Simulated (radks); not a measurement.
The numbers below are computed, except where a source is named.
Problem. All-electron atom: V+ in [Ar] 3d4. Level of theory: Dirac Kohn-Sham, PBE, spin-unpolarised, spherical densities, finite nucleus; open shells are shared between the two j in proportion to 2j + 1; Fermi nuclear charge, rms radius 3.6002 fm (a radial shooting solver on a logarithmic mesh with Libxc functionals).

Spin-orbit splittings of the eigenvalues, e(l+1/2) - e(l-1/2), with zeta = 2 splitting/(2l+1) and mean radii in bohr:

shell  occ.  splitting (eV)  zeta (eV)  <r> j=l-1/2  <r> j=l+1/2
2p        6           7.105      4.737       0.2721       0.2749
3p        6               ?          ?        1.024        1.033
3d        4         0.05820    0.02328        1.549        1.556

Estimate the 3p splitting.

Solution. 0.8109 eV (zeta = 0.5406 eV).
